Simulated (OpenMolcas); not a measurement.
# Levels of Bi II by method

```json
{"Program": "OpenMolcas 26.06", "Basis": "ANO-RCC-VTZP [8s7p5d3f2g]", "Scalar Hamiltonian": "DKH2, point nucleus", "Active space": "4 electrons in 4 orbitals (6s 6p)", "State averaging": "2S+1 = 3 even, 3 roots; 2S+1 = 1 even, 6 roots; 2S+1 = 5 odd, 1 root; 2S+1 = 3 odd, 9 roots; 2S+1 = 1 odd, 8 roots", "Spin-orbit coupling": "state interaction with AMFI integrals over the reference wave functions, term energies averaged over their components"}
```

Methods on the same reference wave functions:
A. CASSCF
B. SS-CASPT2, IPEA 0.25 Eh, imaginary shift 0.1 Eh (closed shells correlated: 5d)
C. XMS-CASPT2, IPEA 0.25 Eh, imaginary shift 0.1 Eh (closed shells correlated: 5d)

Energies in cm-1 above 6s2 6p2 3P0, the measured ground level; measured values from NIST Handbook of Basic Atomic Spectroscopic Data.

| Level | A | B | C | Measured |
| --- | --- | --- | --- | --- |
| 6s2 6p2 3P0 | 0.0 | 0.0 | 0.0 | 0.0 |
| 6s2 6p2 3P1 | 11234 | 11280 | 11200 | 13325 |
| 6s2 6p2 3P2 [55 %] | 16001 | 15080 | 14970 | 17032 |
| 6s2 6p2 1D2 [55 %] | 31004 | 29630 | 29520 | 33939 |
| 6s2 6p2 1S0 | 41206 | 40990 | 41370 | 44174 |
| 6s 6p3 5S* 2 | 65550 | 75350 | 75640 | 76149 |
| 6s 6p3 3D* 1 [74 %] | 93600 | 88550 | 88730 |  |
| 6s 6p3 3D* 2 [75 %] | 94244 | 90730 | 91120 |  |
| 6s 6p3 3D* 3 | 99016 | 94210 | 94770 | 96062 |
| 6s 6p3 3P* 0 | 108180 | 105700 | 105070 |  |
| 6s 6p3 3P* 1 [67 %] | 110293 | 106550 | 106010 |  |
| 6s 6p3 3S* 1 [53 %] | 129520 | 116110 | 114660 |  |

Deviations, from unrounded energies. A percentage is the sum of absolute deviations over the sum of measured energies, with the sign that they share, or ± where signs differ.

```json
{"Against measurement": "mean absolute deviation (cm-1)", "Levels": "6", "A": "3800", "B": "2400", "C": "2200"}
{"Against measurement": "fine structure of the ground term (%)", "Levels": "2", "A": "-10.3", "B": "-13.2", "C": "-13.8"}
{"Against measurement": "other terms of the ground configuration (%)", "Levels": "2", "A": "-7.6", "B": "-9.6", "C": "-9.2"}
{"Against measurement": "other configurations (%)", "Levels": "2", "A": "±7.9", "B": "-1.5", "C": "-1.0"}
```

C lies closest to measurement on these levels and A furthest from it. The largest miss of C in the table is 6s2 6p2 1D2 [55 %], by -4400 cm-1. The ranking rests on the paired levels alone, and a cruder setting can come out closer through cancelling errors.

Between B and C the level of the table that moves most is 6s 6p3 3S* 1 [53 %], by 1500 cm-1 (lowest in C, highest in B). Moves below CASPT2's spread within the term are not significant.

The mean deviations of B to C differ by less than CASPT2's widest spread within a term (2900 cm-1), so their order carries little weight.

From A to B the spin-free energies of the other terms of 6s2 6p2 shown, above 3P, scale by factors of 0.74 to 0.98.

The lowest spin-free term lies below A's lowest term by 0.457 hartree in B, 0.459 hartree in C.

Term energies are means over components that CASPT2 splits; among the terms shown or strongly mixed into the levels shown the widest spread is 2900 cm-1 (6s 6p3 3D*, C). Over all roots computed the reference weight is 0.82 to 0.93 in B, 0.82 to 0.93 in C; the roots of lowest weight are the least certain, and an intruder state may touch them. Terms of s pⁿ other than that of highest spin mix with s² pⁿ⁻² d, which this space lacks; all of them can be thousands of cm-1 off, and some have no real level of that name. Spin-orbit splittings of 6p shells tend to come out small when the coupling is added on scalar orbitals. Computed and measured levels are paired by configuration, term and J; levels that our copy of the source lacks, or whose pairing is in doubt (as where it misses far off the trend of its configuration), stay unpaired and out of the deviations. Where the source uses jj or jK labels, the order within each J decides. Levels of configurations outside the active space are missing. The table leaves out levels that lie high or whose names do not pair safely across all columns.

A share in square brackets marks a mixed level and gives the weight of the term that names it, the lowest over the columns. * marks odd parity.
